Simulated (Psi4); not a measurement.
C2H6Mg, triplet, geometry from GFN2-xTB (such geometries of metal compounds can be far from the true shape) (a higher spin typed on purpose: for a closed-shell molecule this is an excited state), with bond 8-6 at 2.0 times its length. Base run: CAM-B3LYP/STO-3G run with Psi4.

Here is a job for Psi4.
```
memory 2 GB

molecule {
0 3
Mg    0.00649239    0.00659633    0.00925361
C     1.77650181    0.27541309   -1.45305501
H     2.44227962   -0.56672341   -1.29653556
H     2.24984063    1.22007834   -1.20720284
H     1.35338380    0.27970239   -2.45206587
C    -1.78374404   -0.28277125    1.44273267
H    -2.26749666   -1.20844971    1.14918074
H    -3.08257490    1.43475039    1.17633635
H    -1.37930330   -0.33560416    2.44797978
}

set {
  basis sto-3g
  reference uks
}

energy('cam-b3lyp')
print_variables()
```

The base run was repeated with changes; each row names its change, and settings that it needs were set with it.

```json
[
 {"change": "base", "ΔE vs base (µEh)": "0.0", "SCF cycles": "11", "grid points": "193019", "basis functions": "25", "outcome": "converged"},
 {"change": "scf_initial_accelerator = ediis", "ΔE vs base (µEh)": "0.0", "SCF cycles": "11", "grid points": "193019", "basis functions": "25", "outcome": "converged"},
 {"change": "basis_guess = true", "ΔE vs base (µEh)": "0.0", "SCF cycles": "9", "grid points": "193019", "basis functions": "25", "outcome": "converged"},
 {"change": "e_convergence = 1e-4", "ΔE vs base (µEh)": "0.0", "SCF cycles": "11", "grid points": "193019", "basis functions": "25", "outcome": "converged"},
 {"change": "df_basis_scf = cc-pvqz-jkfit", "ΔE vs base (µEh)": "-", "SCF cycles": "-", "grid points": "-", "basis functions": "25", "outcome": "input refused"},
 {"change": "dft_spherical_points = 194", "ΔE vs base (µEh)": "-5.9", "SCF cycles": "11", "grid points": "124096", "basis functions": "25", "outcome": "converged"},
 {"change": "scf_initial_accelerator = none", "ΔE vs base (µEh)": "0.0", "SCF cycles": "11", "grid points": "193019", "basis functions": "25", "outcome": "converged"},
 {"change": "damping_percentage = 20", "ΔE vs base (µEh)": "1.4", "SCF cycles": "19", "grid points": "193019", "basis functions": "25", "outcome": "converged"},
 {"change": "dft_radial_scheme = multiexp", "ΔE vs base (µEh)": "1.5", "SCF cycles": "11", "grid points": "202110", "basis functions": "25", "outcome": "converged"},
 {"change": "dft_pruning_scheme = robust", "ΔE vs base (µEh)": "0.0", "SCF cycles": "11", "grid points": "132105", "basis functions": "25", "outcome": "converged"},
 {"change": "dft_radial_points = 35", "ΔE vs base (µEh)": "-897", "SCF cycles": "11", "grid points": "91605", "basis functions": "25", "outcome": "converged"},
 {"change": "guess = modhuckel", "ΔE vs base (µEh)": "0.0", "SCF cycles": "13", "grid points": "193019", "basis functions": "25", "outcome": "converged"},
 {"change": "scf_type = disk_df", "ΔE vs base (µEh)": "0.0", "SCF cycles": "11", "grid points": "193019", "basis functions": "25", "outcome": "converged"}
]
```

Open shells are given as the SCF converged; they aren't shown to be the lowest states, and a large step between rows can be another state.

- df_basis_scf = cc-pvqz-jkfit: ended with `psi4.driver.qcdb.exceptions.BasisSetNotFound: BasisSet::construct: Unable to find a basis set for atom 1 for key JKFIT among:`
